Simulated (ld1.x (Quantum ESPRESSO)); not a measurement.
## indium: excitation energies, all-electron against RRKJ

ld1.x (Quantum ESPRESSO) 7.5 input, shortened:

```
&input
   title='In', zed=49., rel=1, dft='PBE', iswitch=3,
   config='[Kr] 4d10 5s1 5p2 5d-2'
 /
 &inputp
   pseudotype=2, tm=.false., rho0=0.01, lloc=-1, rcloc=1.85,
   nlcc=.true., rcore=1.40
 /
3
5S  1  0   1.00   0.00  2.05  2.05  0.0
5P  2  1   2.00   0.00  2.95  2.95  0.0
5D  3  2  -2.00   0.05  3.15  3.15  0.0
 &test
   configts(1)='5s1 5p2'
 /
```

Energies are relative to the spin-unpolarised reference configuration 5s1 5p2; without spin polarisation the order of configurations can differ from experiment.

| valence configuration | charge | ΔE all-electron (eV) | error AE − PS (meV) |
| --- | --- | --- | --- |
| 5s2 5p1 | 0 | -5.841 | -30 |
| 5s2 5p0 | +1 | -0.478 | -15 |
| 5s1 5p0 | +2 | 18.757 | -108 |
| 5s0 5p3 | 0 | 6.106 | -24 |
| 5s1 5p1 | +1 | 6.115 | -13 |

**Question.** What are ΔE and the potential's error for 5s2 5p0.5?

**Answer.** ΔE = -3.901 eV all-electron; the error (AE − PS) is -21 meV.

**Question.** What are ΔE and the potential's error for 5s2 5p1.3?

**Answer.** ΔE = -6.373 eV all-electron; the error (AE − PS) is -33 meV.

Levels in the configuration 5s1 5p0:

```
level  all-electron (eV)  pseudo (eV)
   5s            -23.671      -23.901
```

Note: ghost state, extra bound levels that the all-electron valence spectrum of the same l lacks: s at -19.2 eV. A true bound ghost makes a file unfit for plane-wave use.
